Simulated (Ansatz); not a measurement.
The cluster Be₂Se, relaxed as a quintet with UKS r2SCAN-D4/def2-TZVP in Ansatz, starting from the r2SCAN-D4/def2-TZVP geometry of the neutral singlet. Force threshold 0.02 eV/Å.

At r2SCAN-D4/def2-TZVP a singlet of charge 0 lies 3.27 eV below the quintet, each at its own geometry. That singlet is doubtful there (restricted singlet, unstable towards broken spin symmetry). The structure comes from a short search, and lower isomers may exist.

Start:

```tsv
atom	x (Å)	y (Å)	z (Å)
Be1	0.041	-0.127	-1.135
Be2	0.104	1.069	0.389
Se3	-0.146	-0.942	0.745
```

**Question.** Estimate the energy that the relaxation releases and the steps that it takes.

**Answer.** 0.64 eV, in 4 steps; 8 s on 4 threads of Intel Xeon Platinum 8259CL on a shared host. No frequencies were taken in this run, so the end may be a saddle point.

**Question.** Does the start keep its bonding and symmetry?

**Answer.** By distances, no bond broke or formed. The bond that changes most is Be1–Se3, from 2.06 to 2.23 Å (atoms count from 1). Point group C2v at the start, C2v at the end, both within 0.05 Å.

**Question.** Predict the relaxed structure.

**Answer.** 
```
atom   x (Å)   y (Å)   z (Å)
 Be1   0.036  -0.258  -1.333
 Be2   0.114   1.230   0.563
 Se3  -0.150  -0.972   0.769
```
Bond lengths (bridged metal pairs left out): 2 × Be–Se 2.23 Å.
